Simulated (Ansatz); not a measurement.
(CsF)n off: gap (eV) at several levels, gas phase, relaxed structures; Ansatz. Clusters are the lowest isomers that short searches found in that spin, judged at the geometry's level. Core potentials for Cs in the def2 sets, no spin–orbit coupling. HOMO and LUMO are taken over both spins. A dash marks a value that wasn't run or was left out as unsound. The structures are stationary points that may keep the symmetry of their start.

```tsv
species	state	geometry	PBE-D4/def2-TZVP	PBE-D4/def2-TZVPD	PBE0-D4/def2-SVP	PBE0-D4/def2-TZVP	PBE0-D4/def2-TZVPD	HSE06-D4/def2-TZVP
Cs2F	doublet	PBE0-D4/def2-TZVP	0.48	0.50	1.13	1.14	1.13	0.61
Cs2F3	doublet	r2SCAN-D4/def2-SVP	0.59	0.59	3.78	3.88	3.89	3.08
Cs3F2	doublet	PBE-D4/def2-TZVP	0.44	0.45	1.15	1.21	1.22	0.66
Cs4F3	doublet	PBE-D4/def2-SVP	0.40	–	1.12	1.19	–	0.63
```

Over the 3 species that have every level, the mean is 0.51 at PBE-D4/def2-TZVP, 0.51 at PBE-D4/def2-TZVPD, 2.02 at PBE0-D4/def2-SVP, 2.08 at PBE0-D4/def2-TZVP, 2.08 at PBE0-D4/def2-TZVPD, 1.45 at HSE06-D4/def2-TZVP. Orbital gaps grow with the share of exact exchange and aren't one observable across functionals.
